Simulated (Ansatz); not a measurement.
`C[SiH2][Al]1[O][GaH]1` → Al• + C• + Ga• + 6 H• + O• + Si•  (atomization)

Isolated molecules relaxed with PBE0-D4/def2-TZVP in Ansatz; ΔE leaves out vibrations. CCSD(T)/CBS adds triple-zeta CCSD(T) − MP2 to the extrapolated MP2 energy (def2 sets, frozen cores). This one scheme is used for every species, atoms too. For atomizations the MP2-based limit and the directly extrapolated one differ by several kJ/mol either way, and by 10 to 25 for some Ge, Se and Sn compounds, so smaller differences from it don't rank the levels. Functionals use def2-TZVPP. HSE06 is defined as in plane-wave codes. No spin–orbit coupling; open shells (•) take unrestricted orbitals. Spin–orbit coupling would lower the free atoms: a little for Al, C, O, Si; clearly for Ga. For Ga outer-core shells are correlated without core-valence functions, so the limit isn't a true one: a few kJ/mol of doubt a bond, and 10 to 20 or more in all where bonds break to atoms. Scalar relativity is left out up to krypton. Each species was taken in one conformer, which may not be the lowest.

```csv
level,ΔE (kJ/mol),difference from CCSD(T)/CBS
BLYP-D4,3462.7,-52.2
B97M-V,3532.8,17.9
PBE0-D4,3476.5,-38.4
r2SCANh-D4,3504.9,-10.0
r2SCAN0-D4,3467.6,-47.3
BHLYP-D4,3388.0,-126.9
ωB97X-V,3517.8,2.9
B2PLYP,3452.5,-62.4
PBE-QIDH,3475.0,-39.9
PBE,3507.9,-7.0
PBE0,3456.4,-58.5
r2SCAN0,3460.7,-54.2
HSE06,3459.7,-55.2
CCSD/def2-SVP,3239.4,-275.5
HF/def2-TZVPP,2524.6,-990.3
HF/CBS(def2),2531.0,-983.9
CCSD(T)/CBS,3514.9,0
```

Largest T1 diagnostic among the species: 0.018.

From r2SCAN to r2SCAN0 (25 % exact exchange), in def2-TZVPP and without D4, ΔE moves by −64.9 kJ/mol: exact exchange takes away binding that semilocal exchange gives to molecules. Leaving LDA and LC-ωPBE aside and taking each functional with its dispersion term where it has one, the values spread over 144.8 kJ/mol, from BHLYP-D4 to B97M-V. LDA lies +465.2 kJ/mol from PBE without D4, its usual overbinding.
